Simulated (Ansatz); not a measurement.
Ansatz results at the PBE0-D4/def2-TZVP geometry: LUMO energy (B3LYP/def2-TZVPP) -1.19 eV; size of the dipole moment (B3LYP/def2-TZVPP) 1.53 D; ideal-gas entropy at 298 K and 1 bar (rigid rotor, harmonic PBE0-D4/def2-TZVP) 355 J/(mol·K).

Each molecule was computed in one conformer, which needn't be the lowest.

(1) Which molecule gave them?
A. `BrCC(Br)Br`
B. `FCC(F)I`
C. `FC(F)/C=C/I`
D. `FC(F)(F)C(Cl)(Cl)Cl`

## Answers

(1) C. The others give `FCC(F)I`: -1.62, 1.49, 333; `FC(F)(F)C(Cl)(Cl)Cl`: -1.33, 0.66, 366; `BrCC(Br)Br`: -1.42, 1.10, 368.

B3LYP here is the variant with VWN-RPA as its local correlation; programs differ in this.
